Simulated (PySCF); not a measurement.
These 2 structures share the formula C7H10NOP. Theory: PySCF, PBE0-D3(BJ)/def2-SVP geometry optimisation, gas phase. Energies are electronic, without zero-point or thermal terms, for one conformer each. No frequencies were run at this level. Point groups hold within 0.08 Å.

Task: Rank from lowest to highest electronic energy at this level (kcal/mol).
A. `[CH3:1][CH2:2][P@H:3](=[O:4])[c:5]1[cH:6][cH:7][n:8][cH:9][cH:10]1` with C1–C2–P3–O4 54°, C2–P3–C5–C6 124°
B. `[CH3:1][C@@H:2]1[CH2:3][P@:4]1(=[NH:5])[c:6]1[cH:7][cH:8][cH:9][o:10]1` with C3–P4–C6–C7 164°

Result: A (0.0), B (58.4).

As drawn, the lower has a P=O bond, which the higher lacks; the higher has a three-membered ring and an N–H bond, which the lower lacks.

```json
{"SMILES": "CC[P@H](=O)c1ccncc1", "E (Eh)": "-743.12589", "E rel (kcal/mol)": "0.0", "dipole (D)": "3.52", "point group": "C1", "A, B, C (MHz)": "2154, 750.6, 677.4"}
{"SMILES": "C[C@@H]1C[P@]1(=N)c1ccco1", "E (Eh)": "-743.03289", "E rel (kcal/mol)": "58.4", "dipole (D)": "2.47", "point group": "C1", "A, B, C (MHz)": "1905, 964.3, 735.5"}
```

Task: How do the relative energies change in single points at PBE0/pcSseg-1 (no added dispersion term) on the same geometries?

Result: 
```
                   SMILES  PBE0-D3(BJ)/def2-SVP (kcal/mol)  PBE0/pcSseg-1 (kcal/mol)  shift
      CC[P@H](=O)c1ccncc1                              0.0                       0.0    0.0
C[C@@H]1C[P@]1(=N)c1ccco1                             58.4                      59.5   +1.1
```

Each column counts from its own lowest isomer. The order is unchanged; the largest shift is 1.1 kcal/mol.
